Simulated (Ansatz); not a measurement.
B₂H₃Cl₃⁺, that is diborane tri Cl with one electron fewer. The state is a doublet with charge 1. Geometry r2SCAN-D4/def2-SVP, that of the neutral singlet; atoms count from 1.

```csv
atom,x (Å),y (Å),z (Å)
B1,-0.480,0.458,0.567
Cl2,-0.705,2.210,0.414
Cl3,-1.229,-0.438,1.892
H4,0.849,0.196,0.486
B5,0.530,-0.406,-0.653
Cl6,0.780,-2.156,-0.537
H7,1.018,0.245,-1.535
H8,-0.764,-0.109,-0.633
```

(1) Estimate the Mulliken populations from the PBE0/def2-TZVP orbitals of Ansatz.

(2) Where does the spin sit?

(3) And the Mayer bond orders between heavy atoms (over 0.3)?

## Answers

(1) 
```tsv
atom	charge (e)	spin (α − β)
B1	-0.04	-0.06
Cl2	0.18	0.26
Cl3	0.13	0.19
H4	0.25	0.08
B5	-0.18	-0.02
Cl6	0.26	0.46
H7	0.15	0.00
H8	0.25	0.09
```
Mulliken values depend strongly on the basis.

(2) Summed by element: B -0.08, Cl 0.91, H 0.17, of 1 unpaired in all. Largest on single atoms: Cl6 0.46, Cl2 0.26, Cl3 0.19.

(3) B1–Cl2 1.31 (1.77 Å); B1–Cl3 1.35 (1.77 Å); B1–B5 0.58 (1.80 Å); B5–Cl6 1.25 (1.77 Å).
